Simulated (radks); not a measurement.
Removal energies from the gallium ion Ga4+, [Ar] 3d9, by Delta-SCF beside the eigenvalue of the level emptied. Calculated with a radial shooting solver on a logarithmic mesh with Libxc functionals: scalar-relativistic Kohn-Sham, BLYP, spin-polarised, spherical densities, finite nucleus; Fermi nuclear charge, rms radius of each element as measured or else 0.836 A^(1/3) + 0.57 fm. Open shells are filled with parallel spins first.

removed from       final configuration  Delta-SCF (eV)  -eigenvalue (eV)
3d                            [Ar] 3d8          87.214            74.999
3p                    [Ne] 3s2 3p5 3d9          168.55            155.69
3s                    [Ne] 3s1 3p6 3d9          218.19            205.10
2p            [He] 2s2 2p5 3s2 3p6 3d9          1194.7            1158.7
